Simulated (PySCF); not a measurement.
**SnCl, MP2: how much the basis matters**

PySCF, UHF reference; doublet, unpaired electrons π ↑; De to Sn + Cl without counterpoise correction. Frozen cores follow the default of each basis and core potential.

```csv
basis,relativity,functions,Re (Å),ωe (cm⁻¹),De (eV),frozen orbitals
cc-pVDZ-PP/cc-pV(D+d)Z,scalar-relativistic core potentials,46,2.398,351,3.45,9
x2c-SVPall,spin-free X2C,54,2.385,368,3.44,23
def2-SVPD,scalar-relativistic core potentials,59,2.427,339,3.69,9
def2-TZVPP,scalar-relativistic core potentials,92,2.357,360,3.88,9
def2-TZVPPD,scalar-relativistic core potentials,107,2.361,355,3.91,9
```

How does each smaller set differ from the one with most functions, def2-TZVPPD?

cc-pVDZ-PP/cc-pV(D+d)Z: +3.7 pm, -1.1 % in ωe, -0.46 eV in De; x2c-SVPall: +2.4 pm, +3.7 % in ωe, -0.47 eV in De; def2-SVPD: +6.6 pm, -4.5 % in ωe, -0.22 eV in De; def2-TZVPP: -0.4 pm, +1.4 % in ωe, -0.03 eV in De. All at MP2; the set with most functions is neither the basis-set limit nor always the best. The rows treat relativity differently, so the differences are not basis effects alone.

Correlated steps freeze the inner cores (9 to 23 orbitals); shallow outer-core shells are correlated. Correlated levels converge slowly with the basis: in double zeta they bind strong bonds too weakly, by up to about 1 eV, and carry superposition errors of some tenths. These are scalar-relativistic numbers at best; spin–orbit coupling would shift them, the dissociation energy most. The state was picked by a PBE0 search and need not be the measured ground state.
